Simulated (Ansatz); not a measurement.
Calculated with Ansatz (gas phase, PBE0-D4/def2-TZVP geometries, no zero-point term in ΔE). CCSD(T)/CBS adds triple-zeta CCSD(T) − MP2 to the extrapolated MP2 energy (def2 sets, frozen cores). This one scheme is used for every species. Functionals use def2-TZVPP. HSE06 is defined as in plane-wave codes. One conformer a species, not always the lowest.

`O[SiH]([SiH3])[SiH2]S` → `O[SiH2][SiH2]S` + `[SiH2]`  (silylene loss)

| level | ΔE (kJ/mol) | difference from CCSD(T)/CBS |
| --- | --- | --- |
| HSE06-D4 | 258.8 | 20.9 |
| BHLYP-D4 | 241.7 | 3.8 |
| CAM-B3LYP-D4 | 239.4 | 1.5 |
| PBE-QIDH | 255.8 | 17.9 |
| r2SCAN | 259.9 | 22.0 |
| LC-ωPBE | 257.4 | 19.5 |
| HF/def2-TZVPP | 208.2 | -29.7 |
| MP2/def2-TZVPP | 245.5 | 7.6 |
| MP2/def2-QZVPP | 249.6 | 11.7 |
| CCSD/CBS(def2) | 231.8 | -6.1 |
| CCSD(T)/CBS | 237.9 | 0 |

Largest T1 diagnostic among the species: 0.014.

Leaving LDA and LC-ωPBE aside and taking each functional with its dispersion term where it has one, the values, not all of them listed here, spread over 33.8 kJ/mol, from BLYP-D4 to r2SCAN-D4. LDA lies +32.0 kJ/mol from PBE without D4. The D4 term adds +14.6 kJ/mol with B3LYP and +8.2 kJ/mol with PBE0; it sums over pairs of atoms, weighted by their polarisabilities, and B3LYP, whose exchange is more repulsive, gets the larger term. From PBE to PBE0 (25 % exact exchange), in def2-TZVPP and without D4, ΔE moves by +5.2 kJ/mol.

CCSD(T)/CBS has its own doubt, a few kJ/mol and more with outer-core shells, so smaller differences from it don't rank the levels.

B3LYP here is the variant with VWN-RPA as its local correlation; programs differ in this.
